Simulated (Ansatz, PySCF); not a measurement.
Dimer: H3NSe (SMILES N[SeH]) (first 5 atoms) with HF (SMILES F); geometry from B3LYP-D3(BJ)/def2-TZVP, rigid monomers moved along the line of their centres of mass till N1···H7 is 2.34 Å.
(charge 0, multiplicity 1):
```xyz
7

N     -1.001     0.600     0.760
Se    -0.201    -0.947     0.049
H     -0.826     1.398     0.160
H     -2.001     0.468     0.859
H     -0.929    -0.997    -1.240
F      0.160     1.372     3.736
H     -0.237     1.228     2.877
```

Interaction energies are E(AB) − E(A) − E(B) at the monomers' geometry in the complex; basis-set methods are counterpoise corrected.

Correlated levels freeze the cores. Filled d and f shells under p-block atoms count as core. CBS: X⁻³ extrapolation of the correlation energy, Hartree–Fock from the larger set.

Programs: Ansatz (Gaussian orbitals); PySCF for the dispersion terms. Values without a source in brackets are computed.

PBE/def2-TZVPPD gives -298.0 meV for the interaction energy.

Problem. Where do these levels fall relative to PBE: PBE-D3(BJ)/def2-TZVPPD, r2SCAN/def2-TZVPPD, PBE0/def2-TZVPPD, wB97M-V/def2-TZVPPD, MP2/CBS(aug-cc-pVDZ, aug-cc-pVTZ), CCSD(T)/CBS(aug-cc-pVDZ, aug-cc-pVTZ).

Solution. PBE-D3(BJ)/def2-TZVPPD -21.2; r2SCAN/def2-TZVPPD 4.0; PBE0/def2-TZVPPD 5.3; wB97M-V/def2-TZVPPD -2.6; MP2/CBS(aug-cc-pVDZ, aug-cc-pVTZ) 2.5; CCSD(T)/CBS(aug-cc-pVDZ, aug-cc-pVTZ) 5.1 meV. 4 of 6 lie above PBE; the widest gap is to PBE-D3(BJ)/def2-TZVPPD.

Ansatz is a quantum-chemistry and plane-wave program.
